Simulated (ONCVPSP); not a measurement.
u(r) = r·R(r): atom against pseudo-atom (Mo (Z = 42))

Columns: radius, all-electron u(r) and pseudo u(r) of the 4d shell (level -7.35 eV) of molybdenum in the configuration [Ar] 3d10 4s2 4p6 4d5 5s0.5; LDA (Perdew-Wang 92), non-relativistic, ONCV scheme, ONCVPSP 4.0.1.

```
r (bohr)  all-electron  pseudo
   0.103       -0.1339  0.0024
   0.205       -0.3224  0.0178
   0.308       -0.3356  0.0561
   0.410       -0.2104  0.1203
   0.513       -0.0239  0.2086
   0.615        0.1674  0.3111
   0.718        0.3399  0.4189
   0.820        0.4792  0.5191
   0.923        0.5865  0.6052
   1.025        0.6619  0.6709
   1.128        0.7117  0.7164
   1.230        0.7397  0.7426
   1.332        0.7513  0.7530
   1.435        0.7504  0.7512
   1.538        0.7400  0.7404
   1.640        0.7231  0.7232
   1.743        0.7014  0.7014
   1.845        0.6767  0.6767
   1.948        0.6497  0.6497
   2.050        0.6220  0.6220
   2.153        0.5935  0.5935
   2.255        0.5652  0.5652
   2.358        0.5371  0.5371
   2.460        0.5098  0.5098
   2.562        0.4832  0.4832
   2.665        0.4573  0.4573
```

(1) How many radial nodes do the two functions have?

(2) At about which radius was the pseudo-wave matched?

(3) Where does each function peak?

(4) Is the pseudo-wave norm-conserving?

## Answers

(1) The all-electron 4d function has n − l − 1 = 1; the pseudo-wave has 0, since the states of the same l below it are removed with the core.

(2) 1.95 bohr. The columns agree to 0.0005 from 1.54 bohr on; several derivatives are matched, so the curves merge somewhat inside the radius.

(3) Outermost all-electron maximum near 1.33 bohr, pseudo maximum near 1.33 bohr (to the table’s step).

(4) Yes: the ONCV scheme keeps the norm inside the radius equal to the all-electron one, which fixes the energy derivative of the logarithmic derivative at the level.
